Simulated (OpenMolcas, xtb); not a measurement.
# How methods differ on CH5FGeO (SMILES [CH3][GeH]([OH])[F])

CH5FGeO has 9 atoms, charge 0, and is taken as a singlet. As SMILES, `[CH3][GeH]([OH])[F]`. The coordinates come from a PBE0-D4/def2-TZVP relaxation. This is one conformer, not always the lowest.

```xyz
9

C    -0.6690    0.9769   -0.5842
Ge    0.0883   -0.6437    0.1215
O     1.2700   -0.1707    1.3455
F     0.9744   -1.4386   -1.1538
H     0.1389    1.6249   -0.9246
H    -1.2379    1.4935    0.1897
H    -1.3271    0.7513   -1.4235
H    -0.8655   -1.7251    0.6568
H     1.7165   -0.9147    1.7555
```

Quantity: the dipole moment, in D. The values are calculated.

```csv
level,kind,program,value (D)
GFN0-xTB,semi-empirical,xtb,2.45
HF/cc-pVDZ,Hartree–Fock,OpenMolcas,2.16
SVWN5/cc-pVDZ,LDA,OpenMolcas,1.72
BLYP/cc-pVDZ,GGA,OpenMolcas,1.66
PBE/cc-pVDZ,GGA,OpenMolcas,1.67
r2SCAN/cc-pVDZ,meta-GGA,OpenMolcas,1.79
BHLYP/cc-pVDZ,global hybrid,OpenMolcas,1.99
M06-2X/cc-pVDZ,hybrid meta-GGA,OpenMolcas,1.89
```

All-electron rows without a relativistic Hamiltonian named are non-relativistic. The values span 1.66 to 2.45 D. Magnitudes only.
